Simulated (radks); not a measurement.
Task: Radial electron density D(r) = 4 pi r^2 rho(r) of an atom or ion with 18 electrons. All-electron calculation, Dirac Kohn-Sham, relativistic LDA (MacDonald-Vosko exchange, VWN5 correlation), spin-unpolarised, spherical densities, finite nucleus; Fermi nuclear charge, rms radius of each element as measured or else 0.836 A^(1/3) + 0.57 fm. Program: a radial shooting solver on a logarithmic mesh with Libxc functionals.

r (bohr)  D(r) (e/bohr)
0.00156           7.483
0.001731          8.820
0.001936          10.50
0.002148          12.32
0.002403          14.57
0.002666          16.98
0.002982          19.94
0.003336          23.31
0.003701          26.82
0.00414           31.03
0.004593          35.32
0.005138          40.33
0.005747          45.69
0.006377          50.91
0.007132          56.67
0.007914          62.01
0.008852          67.56
0.009901          72.68
0.01099           76.82
0.01229           80.39
0.01363           82.68
0.01525           83.91
0.01692           83.87
0.01893           82.66
0.02117           80.52
0.02349           78.14
0.02628           75.76
0.02916           74.36
0.03261           74.38
0.03648           76.46
0.04047           80.33
0.04527           86.16
0.05023           92.23
0.05618           98.02
0.06234           101.1
0.06973           100.5
0.07799           94.96
0.08654           85.48
0.0968            72.14
0.1074            59.10
0.1201            47.24
0.1344            40.00
0.1491            38.15
0.1668            40.27
0.1851            43.62
0.207             45.60
0.2315            43.58
0.2569            37.73
0.2873            28.55
0.3188            19.46
0.3566            11.14
0.3957            5.740
0.4426            2.369
0.495            0.8061
0.5493           0.2448
0.6144          0.05412
0.6817          0.01057
0.7625         0.001383

What is the nuclear charge?

Result: Z = 62. The innermost maximum, from 1s, lies near gamma/Z bohr with gamma = sqrt(1 - (Z/c)^2) = 0.892, here 0.0144 bohr (found: 0.0160), and its height grows with Z. The density is that of the samarium ion Sm44+ in [Ar]; the configuration itself is not fixed sharply by these data, and Z only to a few units. D(r) has 3 maxima, at r = 0.0160, 0.0649, 0.209 bohr, and minima at 0.0308, 0.148 bohr, inside which lie 2.02, 10.43 electrons.
